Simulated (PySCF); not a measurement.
C₄H₇ClSi, SMILES [SiH3][C@@H]1C=C(Cl)C1. Atoms are numbered in the order given.

```xyz
13

Si    -2.5342    -0.0415     0.3344
C     -0.7684     0.1821     0.9858
C      0.1471     1.0883     0.1683
C      0.9813     0.0806    -0.1354
Cl     2.4090    -0.0406    -1.0942
C      0.2417    -0.9819     0.6367
H     -3.2552    -1.0787     1.1313
H     -2.4793    -0.4713    -1.0935
H     -3.2878     1.2437     0.4293
H     -0.7914     0.4187     2.0649
H      0.1137     2.1493    -0.0824
H      0.7776    -1.3954     1.5054
H     -0.1631    -1.8111     0.0330
```

Coordinates come from a B3LYP-D3(BJ)/def2-SVP optimisation. The structure was generated by enumeration; whether it is a known compound was not checked.

These are PBE/def2-TZVP in PySCF values and carry that method's errors.

Gas-phase values at a fixed geometry.

Computed frontier levels, gap, dipole moment and polarisability:
The highest occupied level is -5.91 eV and the lowest empty level is -1.10 eV. The orbital gap is 4.81 eV and the dipole moment is 1.23 D. The quadrupole, principal values (traceless, Buckingham form, about the centre of nuclear charge) is -5.52, 1.53, 3.99 D·Å and the mean static polarisability is 88.7 bohr³ (13.15 Å³). The polarisability, principal values is 68.1, 78.7, 119.4 bohr³.
